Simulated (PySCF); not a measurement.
A side-by-side comparison of computed properties.

First species: C5H14SSi2.
InChI=1S/C5H14SSi2/c1-4-8(6-7)5(2)3/h8H,2,4H2,1,3,7H3/t8-/m0/s1

Second species: C₅H₁₀OSi₃.
Structure used (GFN2-xTB), in Å, numbered top down from 1:
```
atom  x, y, z in Å
C1    -1.728    2.196    1.918
C2    -1.601    1.219    1.227
Si3   -1.398   -0.263    0.125
C4    -2.889   -0.233   -1.062
Si5    0.601   -0.134   -1.035
C6     1.502    1.454   -0.697
C7     2.077    2.478   -0.438
O8     1.543   -1.365   -0.526
Si9    2.706   -2.175    0.248
H10   -1.845    3.048    2.525
H11   -1.553   -1.431    1.021
H12   -2.883    0.665   -1.675
H13   -3.825   -0.245   -0.512
H14   -2.889   -1.089   -1.732
H15    0.584   -0.303   -2.498
H16    2.587    3.372   -0.218
H17    3.148   -3.199   -0.696
H18    2.079   -2.746    1.440
H19    3.774   -1.240    0.592
```

Levels: PBE0/pcSseg-1 for dipole moment, HOMO energy, LUMO energy and HOMO–LUMO gap; GFN2-xTB for rotational constant A and rotational constant C. Geometries: GFN2-xTB. Each structure is a single optimised conformer of the isolated species, non-relativistic unless stated. Electronic properties by PySCF.

Dipoles, sizes and rotational constants follow the conformer. The torsions of the flexible species, by atom-mapped SMILES:
- `[CH2:1]=[C:2]([CH3:3])[Si@H:4]([CH2:5][CH3:6])[S:7][SiH3:8]`: C1–C2–Si4–C5 74°, C2–Si4–C5–C6 57°, C2–Si4–S7–Si8 -54°
- `[CH:1]#[C:2][Si@@H:3]([CH3:4])[Si@@H:5]([C:6]#[CH:7])[O:8][SiH3:9]`: C2–Si3–Si5–C6 -4°, Si3–Si5–O8–Si9 -103°

Values for the first species:

| Item | Value |
| --- | --- |
| Dipole moment | 1.98 D |
| HOMO energy | -7.09 eV |
| LUMO energy | -0.54 eV |
| HOMO–LUMO gap | 6.55 eV |
| Rotational constant A | 1.507 GHz |
| Rotational constant C | 0.606 GHz |

Q: Estimate the same properties for the second species, and the change in each.

A: 
```json
{"property": "dipole moment", "first": "1.98 D", "second": "0.58 D", "second less first": "-1.40 D"}
{"property": "HOMO energy", "first": "-7.09 eV", "second": "-7.61 eV", "second less first": "-0.52 eV"}
{"property": "LUMO energy", "first": "-0.54 eV", "second": "-0.94 eV", "second less first": "-0.40 eV"}
{"property": "HOMO–LUMO gap", "first": "6.55 eV", "second": "6.67 eV", "second less first": "+0.12 eV"}
{"property": "rotational constant A", "first": "1.507 GHz", "second": "1.194 GHz", "second less first": "-0.313 GHz"}
{"property": "rotational constant C", "first": "0.606 GHz", "second": "0.501 GHz", "second less first": "-0.105 GHz"}
```

On the first: The dipole matches unit charges of opposite sign 0.41 Å apart (1 e·Å = 4.8032 D). A dipole of 1.98 D is allowed in C1, and pure rotational transitions are dipole-allowed.

On the second: A dipole of 0.58 D is allowed in C1, and pure rotational transitions are dipole-allowed. The dipole equals about 1.9 × 10⁻³⁰ C·m (1 D = 3.33564 × 10⁻³⁰ C·m). GFN2-xTB frequencies show an imaginary mode (20i cm⁻¹), so this geometry is no minimum at that level.
